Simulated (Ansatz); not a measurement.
Mg₈S₈ (started as a model of: 2x2x4 MgS rock-salt block). Total charge 0; triplet. Geometry r2SCAN-D4/def2-SVP, that of the neutral singlet; atoms count from 1.

```xyz
16

Mg    2.984    0.987    2.124
S     0.610    1.274    1.859
Mg   -1.590    0.957    0.836
S    -4.015    1.090    0.351
S     3.233   -1.422    2.226
Mg    0.936   -1.235    1.320
S    -1.437   -1.626    0.864
Mg   -3.582   -1.240   -0.155
S     3.854    1.603   -0.053
Mg    1.455    1.296   -0.586
S    -0.780    1.569   -1.543
Mg   -3.107    1.070   -1.896
Mg    3.704   -0.816   -0.073
S     1.606   -1.219   -1.179
Mg   -0.802   -1.018   -1.570
S    -3.073   -1.270   -2.525
```

At PBE0-D4/def2-SVP a singlet of charge 0 lies 3.65 eV below the triplet at the same geometry.

(1) Estimate the Mulliken populations from the PBE0/def2-SVP orbitals of Ansatz.

(2) Where does the spin sit?

(3) And the Mayer bond orders between heavy atoms (over 0.3)?

Results:

(1) 
```csv
atom,charge (e),spin (α − β)
Mg1,0.37,0.30
S2,-0.55,0.20
Mg3,0.65,0.02
S4,-0.50,0.04
S5,-0.45,0.17
Mg6,0.61,0.05
S7,-0.58,0.12
Mg8,0.46,0.10
S9,-0.45,0.17
Mg10,0.61,0.05
S11,-0.58,0.12
Mg12,0.46,0.10
Mg13,0.37,0.30
S14,-0.55,0.20
Mg15,0.65,0.02
S16,-0.50,0.04
```
Mulliken values depend strongly on the basis.

(2) Summed by element: Mg 0.94, S 1.06, of 2 unpaired in all. Largest on single atoms: Mg1 0.30, Mg13 0.30, S2 0.20.

(3) Mg1–S2 0.59 (2.41 Å); Mg1–S5 0.69 (2.42 Å); Mg1–S9 0.69 (2.42 Å); S2–Mg3 0.53 (2.45 Å); S2–Mg6 0.41 (2.59 Å); S2–Mg10 0.41 (2.59 Å); Mg3–S4 0.61 (2.48 Å); Mg3–S7 0.41 (2.59 Å); Mg3–S11 0.41 (2.59 Å); S4–Mg8 0.75 (2.42 Å); S4–Mg12 0.75 (2.42 Å); S5–Mg6 0.64 (2.48 Å); S5–Mg13 0.69 (2.42 Å); Mg6–S7 0.53 (2.45 Å); Mg6–S14 0.41 (2.59 Å); S7–Mg8 0.64 (2.41 Å); S7–Mg15 0.41 (2.59 Å); Mg8–S16 0.75 (2.42 Å); S9–Mg10 0.64 (2.48 Å); S9–Mg13 0.69 (2.42 Å); Mg10–S11 0.53 (2.45 Å); Mg10–S14 0.41 (2.59 Å); S11–Mg12 0.64 (2.41 Å); S11–Mg15 0.41 (2.59 Å); Mg12–S16 0.75 (2.42 Å); Mg13–S14 0.59 (2.41 Å); S14–Mg15 0.53 (2.45 Å); Mg15–S16 0.61 (2.48 Å).
